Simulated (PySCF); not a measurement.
**Excitation energy of In by level of theory**

In [Kr] 4d10 5s2 5p1 (2P) → In [Kr] 4d10 5s1 5p1 6s1 (4P), as a difference of total energies. Calculation: PySCF 2.14, in dyall-av2z; the non-relativistic Hamiltonian (point nucleus). Correlated levels: valence: [Kr] 4d10 frozen; virtual orbitals above 40 to 60 times the deepest correlated orbital energy dropped. The calculations carry no spin-orbit coupling.

```json
{"method": "UHF", "excitation energy (eV)": "6.176"}
{"method": "MP2 (valence)", "excitation energy (eV)": "6.780"}
{"method": "SCS-MP2 (valence)", "excitation energy (eV)": "6.978"}
{"method": "CCSD (valence)", "excitation energy (eV)": "7.041"}
{"method": "CCSD(T) (valence)", "excitation energy (eV)": "7.057"}
```

Question: How much does correlation contribute at CCSD(T) (valence)?

Answer: 7.057 − (6.176) = 0.881 eV, measured against UHF.

The upper state lies above the first ionisation limit, but in LS coupling its spin forbids autoionisation to the ground ion; at this Z spin-orbit coupling breaks that rule. A Rydberg-like electron needs more diffuse functions than a valence basis has.

The promoted electron is Rydberg-like, and one or two diffuse shells describe it only roughly, which tends to raise the upper state.
